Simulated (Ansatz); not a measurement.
`C[SiH2][SiH](N)Cl` + `[OH][GeH2][GeH3]` → `C[SiH2][GeH2][OH]` + `N[SiH](Cl)[GeH3]`  (redistribution)

Computed with Ansatz on PBE0-D4/def2-TZVP structures; ΔE is electronic, products minus reactants. CCSD(T)/CBS is the MP2 limit (def2-TZVPP, def2-QZVPP) plus CCSD(T) − MP2 in def2-TZVPP, frozen cores. DFT in def2-TZVPP. B3LYP here is the variant with VWN-RPA as its local correlation; programs differ in this. For Ge outer-core shells are correlated without core-valence functions, which leaves a few kJ/mol of doubt a bond. Scalar relativity is left out up to krypton. One conformer a species, not always the lowest.

```json
{"level": "ωB97X-V", "ΔE (kJ/mol)": "1.4", "difference from CCSD(T)/CBS": "1.7"}
{"level": "B2PLYP", "ΔE (kJ/mol)": "1.0", "difference from CCSD(T)/CBS": "1.3"}
{"level": "PBE", "ΔE (kJ/mol)": "1.0", "difference from CCSD(T)/CBS": "1.3"}
{"level": "r2SCAN", "ΔE (kJ/mol)": "0.5", "difference from CCSD(T)/CBS": "0.8"}
{"level": "B3LYP", "ΔE (kJ/mol)": "1.3", "difference from CCSD(T)/CBS": "1.6"}
{"level": "HF/def2-TZVPP", "ΔE (kJ/mol)": "2.3", "difference from CCSD(T)/CBS": "2.6"}
{"level": "SCS-MP2/def2-TZVPP", "ΔE (kJ/mol)": "0.3", "difference from CCSD(T)/CBS": "0.6"}
{"level": "HF/def2-QZVPP", "ΔE (kJ/mol)": "3.0", "difference from CCSD(T)/CBS": "3.3"}
{"level": "MP2/CBS(def2)", "ΔE (kJ/mol)": "-0.7", "difference from CCSD(T)/CBS": "-0.4"}
{"level": "CCSD/CBS(def2)", "ΔE (kJ/mol)": "-0.2", "difference from CCSD(T)/CBS": "0.1"}
{"level": "CCSD(T)/CBS", "ΔE (kJ/mol)": "-0.3", "difference from CCSD(T)/CBS": "0"}
```

Largest T1 diagnostic among the species: 0.012.

CCSD(T)/CBS has its own doubt, a few kJ/mol and more with outer-core shells, so smaller differences from it don't rank the levels.
